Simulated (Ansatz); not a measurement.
Start from `C[N]([GeH3])[InH2]` and change one atom or group to get `C[N](C)[GeH3]`.

Ansatz, PBE0-D4/def2-TZVP geometries, multiplicity 1. 

Elements past krypton have def2 core potentials. Scalar relativity is left out up to krypton.

| property | `C[N]([GeH3])[InH2]` |
| --- | --- |
| ideal-gas entropy at 298 K and 1 bar (rigid rotor, harmonic PBE0-D4/def2-TZVP) / J/(mol·K) | 382 |
| size of the dipole moment (B3LYP/def2-TZVPP) / D | 0.54 |
| HOMO–LUMO gap (PBE0/def2-TZVPP) / eV | 5.15 |
| HOMO energy (PBE0/def2-TZVPP) / eV | -6.48 |
| HOMO energy (ωB97M-V/def2-TZVPP) / eV | -8.72 |
| size of the dipole moment (PBE/def2-TZVPP) / D | 0.49 |

**Question.** What does the change do to each property? (Estimate.)

**Answer.** Computed: 
| property | `C[N](C)[GeH3]` | shift |
| --- | --- | --- |
| ideal-gas entropy at 298 K and 1 bar (rigid rotor, harmonic PBE0-D4/def2-TZVP) / J/(mol·K) | 337 | -45 |
| size of the dipole moment (B3LYP/def2-TZVPP) / D | 0.47 | -0.07 |
| HOMO–LUMO gap (PBE0/def2-TZVPP) / eV | 6.84 | 1.69 |
| HOMO energy (PBE0/def2-TZVPP) / eV | -6.24 | 0.24 |
| HOMO energy (ωB97M-V/def2-TZVPP) / eV | -8.53 | 0.19 |
| size of the dipole moment (PBE/def2-TZVPP) / D | 0.46 | -0.03 |

With PBE0 the HOMO rises by 0.24 eV and the LUMO rises by 1.94 eV, so the gap widens by about 1.70 eV. PBE moves the HOMO by 0.40 eV and ωB97M-V by 0.19 eV. The zero-point energy changes by 69.5 kJ/mol with +3 modes. Dipoles are sizes alone; their direction can turn.

B3LYP here is the variant with VWN-RPA as its local correlation; programs differ in this.
